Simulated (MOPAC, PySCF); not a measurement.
H4BNO2, SMILES `B(N)(O)O`, neutral singlet in the gas phase. 

Cartesian coordinates (Å):
SMILES: OB(O)N
```xyz
8

N      1.1322    -0.2722    -0.0310
B     -0.2619    -0.0499     0.0453
O     -1.0633    -1.0791     0.4798
O     -0.8724     1.1438    -0.2914
H      1.5304    -1.1583     0.2249
H      1.8041     0.4079    -0.3344
H     -1.9913    -0.8283     0.4959
H     -0.2778     1.8360    -0.5891
```
Charge 0, multiplicity 1.

All levels are single points at this geometry (B3LYP-D3(BJ)/def2-TZVP); Pople sets use spherical d functions. Orbital energies aren't observables, and empty levels follow the basis.

B3LYP/6-31G* in PySCF gives gap (eV) = 8.51.

Estimate the gap (eV) from each of these levels: B3LYP-D3(BJ)/def2-TZVP in PySCF; PBE-D3(BJ)/def2-TZVP in PySCF; B3LYP/3-21G in PySCF; B3LYP/6-311+G** in PySCF; BP86/6-31G* in PySCF; M06-2X/6-31G* in PySCF; PBE/6-31G* in PySCF; SVWN5/6-31G* in PySCF; HF/6-31G* in PySCF; HF/STO-3G in PySCF; PM3 in MOPAC; PM6 in MOPAC.


| level | gap (eV) |
|---|---|
| B3LYP-D3(BJ)/def2-TZVP in PySCF | 7.52 |
| PBE-D3(BJ)/def2-TZVP in PySCF | 5.81 |
| B3LYP/3-21G in PySCF | 8.85 |
| B3LYP/6-311+G** in PySCF | 6.89 |
| BP86/6-31G* in PySCF | 6.78 |
| M06-2X/6-31G* in PySCF | 11.64 |
| PBE/6-31G* in PySCF | 6.60 |
| SVWN5/6-31G* in PySCF | 6.58 |
| HF/6-31G* in PySCF | 16.67 |
| HF/STO-3G in PySCF | 20.15 |
| PM3 in MOPAC | 11.70 |
| PM6 in MOPAC | 11.69 |
